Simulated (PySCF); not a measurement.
C3H8O2, SMILES C(O)C(C)O (connectivity only; charge and spin as stated), charge +1, multiplicity 2. Atoms are numbered in the order given.

```xyz
13

C      1.8340     0.1003     0.4313
C      0.4925     0.4703    -0.1280
O     -0.2575     1.3730     0.5353
C     -0.5114    -1.0625    -0.1802
O     -1.6400    -0.8458    -0.8559
H      2.4928     0.9945     0.3531
H      1.7851    -0.1964     1.4998
H      2.3123    -0.7121    -0.1472
H      0.4358     0.6728    -1.2182
H      0.0369     1.4668     1.4704
H      0.1816    -1.7077    -0.7534
H     -0.5966    -1.2852     0.9038
H     -2.3592    -0.4986    -0.2816
```
Charge +1, spin multiplicity 2.

Geometry optimised at PBE-D3(BJ)/def2-SVP. The multiplicity is an assumed one; no other spin state was optimised. One conformer was computed; it need not be the lowest.

Calculation: PySCF with CAM-B3LYP/def2-TZVP.

ESP charges are fitted to the potential on shells at 1.4 to 2.0 van der Waals radii. Atomic charges (e):

```json
[
 {"atom": "C1", "ESP fit": "-0.67", "Löwdin": "-0.27", "Mulliken spin": "0.02"},
 {"atom": "C2", "ESP fit": "0.24", "Löwdin": "-0.28", "Mulliken spin": "0.20"},
 {"atom": "O3", "ESP fit": "-0.43", "Löwdin": "0.16", "Mulliken spin": "0.21"},
 {"atom": "C4", "ESP fit": "-0.04", "Löwdin": "-0.22", "Mulliken spin": "0.24"},
 {"atom": "O5", "ESP fit": "-0.35", "Löwdin": "0.17", "Mulliken spin": "0.23"},
 {"atom": "H6", "ESP fit": "0.27", "Löwdin": "0.17", "Mulliken spin": "0.03"},
 {"atom": "H7", "ESP fit": "0.22", "Löwdin": "0.15", "Mulliken spin": "0.00"},
 {"atom": "H8", "ESP fit": "0.22", "Löwdin": "0.16", "Mulliken spin": "0.00"},
 {"atom": "H9", "ESP fit": "0.21", "Löwdin": "0.18", "Mulliken spin": "0.04"},
 {"atom": "H10", "ESP fit": "0.47", "Löwdin": "0.23", "Mulliken spin": "-0.01"},
 {"atom": "H11", "ESP fit": "0.22", "Löwdin": "0.17", "Mulliken spin": "0.02"},
 {"atom": "H12", "ESP fit": "0.18", "Löwdin": "0.15", "Mulliken spin": "0.02"},
 {"atom": "H13", "ESP fit": "0.47", "Löwdin": "0.23", "Mulliken spin": "-0.01"}
]
```

Question: Give the Mayer and Wiberg (Löwdin basis) orders of the bonds. (The exact figures need the calculation; the answer reports its results.)

Answer: 
| bond | Mayer | Wiberg |
|---|---|---|
| C1–C2 | 1.00 | 1.33 |
| C2–O3 | 1.24 | 1.81 |
| C4–O5 | 1.29 | 1.92 |
| C1–H6 | 0.93 | 0.85 |
| C1–H7 | 0.93 | 0.88 |
| C1–H8 | 0.95 | 0.88 |
| C2–H9 | 0.92 | 0.81 |
| O3–H10 | 0.84 | 0.95 |
| C4–H11 | 0.93 | 0.87 |
| C4–H12 | 0.92 | 0.88 |
| O5–H13 | 0.84 | 0.95 |
